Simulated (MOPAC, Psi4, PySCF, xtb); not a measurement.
Approach curve of the dimer H2 ··· C3H6 (SMILES [H][H] and C1CC1). Monomers: optimised at B3LYP-D3(BJ) (def2-TZVP), held rigid. Orientation: lowest of the rigid-body minima from ten starts at GFN2-xTB. The monomers approach along the line of their centres of mass (distance R); nothing else relaxes.

- PM7, restricted, heats of formation (MOPAC)
- RMP2/3-21G = restricted MP2 (frozen core)/3-21G, no counterpoise correction run with PySCF 2.14.0
- GFN1-xTB (xtb)
- SAPT0/jun-cc-pVDZ, frozen core (Psi4)

Interaction energies in kJ/mol; the last columns give the difference from SAPT0:

```json
[
 {"R / Å": "3.10", "PM7": "3.68", "RMP2/3-21G": "4.77", "GFN1-xTB": "7.86", "SAPT0/jun-cc-pVDZ": "4.89", "PM7 − SAPT0/jun-cc-pVDZ": "-1.21", "RMP2/3-21G − SAPT0/jun-cc-pVDZ": "-0.12", "GFN1-xTB − SAPT0/jun-cc-pVDZ": "2.97"},
 {"R / Å": "3.30", "PM7": "0.14", "RMP2/3-21G": "0.58", "GFN1-xTB": "2.88", "SAPT0/jun-cc-pVDZ": "0.95", "PM7 − SAPT0/jun-cc-pVDZ": "-0.81", "RMP2/3-21G − SAPT0/jun-cc-pVDZ": "-0.37", "GFN1-xTB − SAPT0/jun-cc-pVDZ": "1.92"},
 {"R / Å": "3.50", "PM7": "-0.89", "RMP2/3-21G": "-1.25", "GFN1-xTB": "0.54", "SAPT0/jun-cc-pVDZ": "-0.80", "PM7 − SAPT0/jun-cc-pVDZ": "-0.10", "RMP2/3-21G − SAPT0/jun-cc-pVDZ": "-0.46", "GFN1-xTB − SAPT0/jun-cc-pVDZ": "1.33"},
 {"R / Å": "3.72", "PM7": "-1.10", "RMP2/3-21G": "-1.94", "GFN1-xTB": "-0.50", "SAPT0/jun-cc-pVDZ": "-1.42", "PM7 − SAPT0/jun-cc-pVDZ": "0.32", "RMP2/3-21G − SAPT0/jun-cc-pVDZ": "-0.51", "GFN1-xTB − SAPT0/jun-cc-pVDZ": "0.92"},
 {"R / Å": "3.94", "PM7": "-1.07", "RMP2/3-21G": "-1.94", "GFN1-xTB": "-0.81", "SAPT0/jun-cc-pVDZ": "-1.44", "PM7 − SAPT0/jun-cc-pVDZ": "0.37", "RMP2/3-21G − SAPT0/jun-cc-pVDZ": "-0.50", "GFN1-xTB − SAPT0/jun-cc-pVDZ": "0.63"},
 {"R / Å": "4.11", "PM7": "-1.01", "RMP2/3-21G": "-1.72", "GFN1-xTB": "-0.84", "SAPT0/jun-cc-pVDZ": "-1.30", "PM7 − SAPT0/jun-cc-pVDZ": "0.28", "RMP2/3-21G − SAPT0/jun-cc-pVDZ": "-0.43", "GFN1-xTB − SAPT0/jun-cc-pVDZ": "0.46"},
 {"R / Å": "4.38", "PM7": "-0.94", "RMP2/3-21G": "-1.24", "GFN1-xTB": "-0.74", "SAPT0/jun-cc-pVDZ": "-1.01", "PM7 − SAPT0/jun-cc-pVDZ": "0.06", "RMP2/3-21G − SAPT0/jun-cc-pVDZ": "-0.23", "GFN1-xTB − SAPT0/jun-cc-pVDZ": "0.27"},
 {"R / Å": "4.71", "PM7": "-0.86", "RMP2/3-21G": "-0.72", "GFN1-xTB": "-0.57", "SAPT0/jun-cc-pVDZ": "-0.70", "PM7 − SAPT0/jun-cc-pVDZ": "-0.16", "RMP2/3-21G − SAPT0/jun-cc-pVDZ": "-0.02", "GFN1-xTB − SAPT0/jun-cc-pVDZ": "0.13"},
 {"R / Å": "5.19", "PM7": "-0.62", "RMP2/3-21G": "-0.31", "GFN1-xTB": "-0.36", "SAPT0/jun-cc-pVDZ": "-0.40", "PM7 − SAPT0/jun-cc-pVDZ": "-0.21", "RMP2/3-21G − SAPT0/jun-cc-pVDZ": "0.10", "GFN1-xTB − SAPT0/jun-cc-pVDZ": "0.05"},
 {"R / Å": "5.93", "PM7": "-0.29", "RMP2/3-21G": "-0.12", "GFN1-xTB": "-0.17", "SAPT0/jun-cc-pVDZ": "-0.18", "PM7 − SAPT0/jun-cc-pVDZ": "-0.10", "RMP2/3-21G − SAPT0/jun-cc-pVDZ": "0.07", "GFN1-xTB − SAPT0/jun-cc-pVDZ": "0.02"},
 {"R / Å": "6.93", "PM7": "-0.11", "RMP2/3-21G": "-0.05", "GFN1-xTB": "-0.06", "SAPT0/jun-cc-pVDZ": "-0.07", "PM7 − SAPT0/jun-cc-pVDZ": "-0.03", "RMP2/3-21G − SAPT0/jun-cc-pVDZ": "0.03", "GFN1-xTB − SAPT0/jun-cc-pVDZ": "0.01"},
 {"R / Å": "8.23", "PM7": "-0.04", "RMP2/3-21G": "-0.02", "GFN1-xTB": "-0.02", "SAPT0/jun-cc-pVDZ": "-0.03", "PM7 − SAPT0/jun-cc-pVDZ": "-0.01", "RMP2/3-21G − SAPT0/jun-cc-pVDZ": "0.01", "GFN1-xTB − SAPT0/jun-cc-pVDZ": "0.01"}
]
```

PM7 is furthest from SAPT0/jun-cc-pVDZ at 3.10 (-1.21 kJ/mol, below); its mean absolute difference over the points is 0.31 kJ/mol.

RMP2/3-21G is furthest from SAPT0/jun-cc-pVDZ at 3.72 (-0.51 kJ/mol, below); its mean absolute difference over the points is 0.24 kJ/mol.

GFN1-xTB is furthest from SAPT0/jun-cc-pVDZ at 3.10 (2.97 kJ/mol, above); its mean absolute difference over the points is 0.73 kJ/mol.
